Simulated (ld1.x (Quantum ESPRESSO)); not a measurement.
# Before and after: RRKJ potential for Cr (Z = 24)

```
Element                 : chromium (Cr)
Generator               : ld1.x (Quantum ESPRESSO) 7.5
Type                    : norm-conserving RRKJ (Kleinman–Bylander form)
Functional              : LDA (PZ)
Relativity              : scalar-relativistic
Frozen core             : [Ar]
Valence charge          : 6
Reference configuration : 3d5 4s1 4p0
Partial waves           : 4s (bound): rc 2.65 bohr; 3d (bound): rc 2.05 bohr; 4p (bound, empty): rc 2.90 bohr
Local potential         : the p channel
Core correction         : a·sin(br)/r model core inside 2.00 bohr
rho0                    : 0.01
```

Change: wave 4p (bound): rc 2.90 bohr becomes 4p (bound): rc 3.26 bohr.

Cutoffs: the cutoffs (Ry, on a coarse ladder) from which the occupation-weighted sum of valence levels, in a spherical-Bessel basis at the reference potential, stays within 10 and 1 mRy of its value at 400 Ry; they do not see the model core or the augmentation charge, which bear on the density cutoff. Errors are all-electron minus pseudo energies relative to the spin-unpolarised reference configuration.

Q: How do hardness, ghosts and transferability respond?

A: The potential gets neither clearly harder nor softer (40 Ry and 60 Ry → 40 Ry and 60 Ry); a bound ghost appears in s, which as a rule spoils a file; the number of tests that count goes from 9 to 7; of the 7 tests that both files solve, the error grows in 1 and shrinks in 1 by more than 15 % and 0.3 meV (median size 237.0 → 237.9 meV).

```tsv
quantity	base	changed
cutoff, loose	40 Ry	40 Ry
cutoff, tight	60 Ry	60 Ry
bound ghosts	none	s
tests counted (converged, no solver errors)	9 of 9	7 of 9
error for 3d5 4s0 4p0, meV [ΔE 7.14 eV]	+5.7	+5.7
error for 3d4 4s0 4p0, meV [ΔE 23.48 eV]	-237	-238
error for 3d3 4s0 4p0, meV [ΔE 54.51 eV]	-682	-685
error for 3d5.5 4s0.5 4p0, meV [ΔE 0.72 eV]	-11	-4.1
error for 3d5 4s0.5 4p0, meV [ΔE 2.82 eV]	+4.0	+20
error for 3d5 4s1 4p0 (spin-polarised), meV [ΔE -4.92 eV]	+3622	+3667
error for 3d5 4s0 4p0 (spin-polarised), meV [ΔE 2.68 eV]	+3757	+3757
```

Base: These tests converged, but a pseudo level misses the all-electron one widely, so the file describes the atom poorly there or has found another state: 3d4 4s0 4p0: empty 4s by 3.5 eV (a node warning on the way). Changed file: Tests not counted: 3d4 4s1 4p1 (solver errors, printed error -239 eV); 3d4 4s2 4p0 (solver errors, printed error -247 eV). A true bound ghost makes a file unfit for plane-wave use even where its test errors are small: the radial tests pick states by their node count and pass the ghost by. Where a test does run into it, the solver fails or the error is huge.
